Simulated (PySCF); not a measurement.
C₇H₈O₂.
SMILES with atom numbers: `[CH3:1][CH2:2][c:3]1[cH:4][cH:5][cH:6][c:7](=[O:8])[o:9]1` (hydrogens: H10, H11, H12 on C1; H13, H14 on C2; H15 on C4; H16 on C5; H17 on C6)

Computed geometry: GFN2-xTB, gas phase.

(1) Give the optimised bond lengths and angles.

## Answers

(1) 
```json
{"bond": "C1–C2", "length (Å)": "1.531"}
{"bond": "C2–C3", "length (Å)": "1.498"}
{"bond": "C3–C4", "length (Å)": "1.356"}
{"bond": "C4–C5", "length (Å)": "1.420"}
{"bond": "C5–C6", "length (Å)": "1.353"}
{"bond": "C6–C7", "length (Å)": "1.445"}
{"bond": "C7=O8", "length (Å)": "1.205"}
{"bond": "C7–O9", "length (Å)": "1.384"}
{"bond": "C3–O9", "length (Å)": "1.337"}
{"bond": "C1–H10, C1–H11, C1–H12", "length (Å)": "1.087"}
{"bond": "C2–H13, C2–H14", "length (Å)": "1.091"}
{"bond": "C4–H15", "length (Å)": "1.076"}
{"bond": "C5–H16", "length (Å)": "1.080"}
{"bond": "C6–H17", "length (Å)": "1.077"}
```

Bonds in one row agree within 0.01 Å and their mean is given. A selection of angles:
```json
{"angle": "C1–C2–C3", "degrees": "110.4"}
{"angle": "C2–C3–C4", "degrees": "124.8"}
{"angle": "C2–C3–O9", "degrees": "113.3"}
{"angle": "C4–C3–O9", "degrees": "121.9"}
{"angle": "C3–C4–C5", "degrees": "118.6"}
{"angle": "C4–C5–C6", "degrees": "119.9"}
{"angle": "C5–C6–C7", "degrees": "121.0"}
{"angle": "C6–C7–O8", "degrees": "126.7"}
{"angle": "C6–C7–O9", "degrees": "115.7"}
{"angle": "O8–C7–O9", "degrees": "117.6"}
{"angle": "C3–O9–C7", "degrees": "122.9"}
```

Torsions: C1–C2–C3–C4 -109° (anticlinal). The mirror-image conformer, all signs reversed, is as good.

Of the pairs four or more bonds apart, O9···H12 is among the closest relative to their van der Waals radii: 2.70 Å, 99 % of the sum of Bondi's values. The 3 C–O bonds span 1.205 Å (C7=O8, drawn double) to 1.384 Å (C7–O9, drawn aromatic), a spread of 0.179 Å. The C–C distances run from 1.353 Å (C5–C6, drawn aromatic) to 1.531 Å (C1–C2, drawn single), a spread of 0.178 Å. The 6-membered ring C3–C4–C5–C6–C7–O9 has internal angles of 115.7° to 122.9° (sum 720°, against 720° for a flat polygon); it is planar, 0.00 Å rms from its mean plane, widest ring torsion 1°.

Point group: C1 (no symmetry element, even within 0.4 Å). No frequency check. One conformer, not necessarily the lowest.
